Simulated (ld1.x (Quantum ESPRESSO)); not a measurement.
## u(r) = r·R(r): atom against pseudo-atom (Nb)

Columns: radius, all-electron u(r) and pseudo u(r) of the 4s shell (level -56.76 eV) of niobium in the configuration [Ar] 3d10 4s2 4p6 4d5 5s0 5p0; BP86, scalar-relativistic, TM semilocal scheme, ld1.x (Quantum ESPRESSO) 7.5.

| r (bohr) | all-electron | pseudo |
| --- | --- | --- |
| 0.140 | -0.2779 | -0.0972 |
| 0.280 | 0.5025 | -0.2084 |
| 0.420 | 0.4278 | -0.3483 |
| 0.560 | -0.1214 | -0.5265 |
| 0.700 | -0.6330 | -0.7346 |
| 0.840 | -0.9455 | -0.9298 |
| 0.980 | -1.0679 | -1.0474 |
| 1.120 | -1.0562 | -1.0516 |
| 1.260 | -0.9669 | -0.9668 |
| 1.400 | -0.8425 | -0.8425 |
| 1.540 | -0.7100 | -0.7100 |
| 1.680 | -0.5844 | -0.5844 |
| 1.820 | -0.4728 | -0.4728 |
| 1.960 | -0.3777 | -0.3777 |
| 2.100 | -0.2989 | -0.2989 |
| 2.240 | -0.2347 | -0.2347 |
| 2.380 | -0.1832 | -0.1832 |
| 2.520 | -0.1422 | -0.1422 |
| 2.660 | -0.1101 | -0.1101 |
| 2.800 | -0.0849 | -0.0849 |
| 2.940 | -0.0653 | -0.0653 |
| 3.080 | -0.0501 | -0.0501 |
| 3.220 | -0.0384 | -0.0384 |
| 3.360 | -0.0294 | -0.0294 |
| 3.500 | -0.0225 | -0.0225 |
| 3.640 | -0.0171 | -0.0171 |

(1) How many radial nodes do the two functions have?

(2) At about which radius was the pseudo-wave matched?

(3) Is the pseudo-wave norm-conserving?

## Answers

(1) The all-electron 4s function has n − l − 1 = 3 (the table is too coarse to show those close to the nucleus); the pseudo-wave has 0, since the states of the same l below it are removed with the core.

(2) 1.35 bohr, where the columns begin to agree (steps of 0.14 bohr).

(3) Yes: the TM semilocal scheme keeps the norm inside the radius equal to the all-electron one, which fixes the energy derivative of the logarithmic derivative at the level.
